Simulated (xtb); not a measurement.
xtb input:

```bash
xtb mol.xyz --gfn 1 --sp --chrg 0 --uhf 0
```
mol.xyz:
```
12

C      2.51179544    -0.07512646    -0.70586987
O      1.25486394    -0.26333430    -1.34516479
B      0.05442089    -0.16847742    -0.74868714
Br    -0.08525830     0.26394457     1.17292812
O     -1.04894821    -0.37414428    -1.48768964
C     -2.38714847    -0.31075848    -1.00894200
H      3.27761142    -0.22165752    -1.46448298
H      2.59223692     0.93206084    -0.29526655
H      2.65111566    -0.79844188     0.09842910
H     -2.55452013    -1.04882533    -0.22361646
H     -2.61339888     0.68167739    -0.61731211
H     -3.03631668    -0.52534820    -1.85509281
```

### Question
Which total energy does the run end on?

### Answer
-22.27507 Eh (GFN1-xTB).
